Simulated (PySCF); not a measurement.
## Electronic structure of Mn²⁺ (manganese, charge +2) at the PBE0 level

Configuration: [Ar] 3d5, high-spin 6S determinant. Calculation: PySCF 2.14, in cc-pVDZ; the non-relativistic Hamiltonian (point nucleus).

```
Total energy                                     : -1149.944 hartree
One-electron energy                              : -1568.992 hartree
Hartree (Coulomb) energy                         : 470.567 hartree
Exchange-correlation energy                      : -51.519 hartree
Kinetic energy                                   : 1148.81703 hartree
⟨S²⟩                                             : 8.7503
⟨L²⟩                                             : 0.000
Sum of ⟨r⟩                                       : 14.94 bohr
Sum of ⟨r²⟩                                      : 16.16 bohr²
Density at the nucleus (Gaussians lack the cusp) : 10500 bohr⁻³
Spin density at the nucleus                      : 0.136 bohr⁻³
Langevin diamagnetic susceptibility              : -12.8 ×10⁻⁶ cm³/mol
Time after the integrals                         : 0.99 s of wall time on 1 thread of Neoverse-N1 (shared host)
```

| shell | electrons | mean orbital energy (eV) | rms radius, mean of both spins (bohr) |
| --- | --- | --- | --- |
| 1s α | 1 | -6434.4 | 0.0712 |
| 1s β | 1 | -6434.4 | 0.0712 |
| 2s α | 1 | -766.11 | 0.306 |
| 2s β | 1 | -763.58 | 0.306 |
| 2p α | 3 | -658.25 | 0.275 |
| 2p β | 3 | -656.11 | 0.275 |
| 3s α | 1 | -109.70 | 0.925 |
| 3s β | 1 | -103.03 | 0.925 |
| 3p α | 3 | -78.494 | 0.989 |
| 3p β | 3 | -71.288 | 0.989 |
| 3d α | 5 | -28.503 | 1.26 |
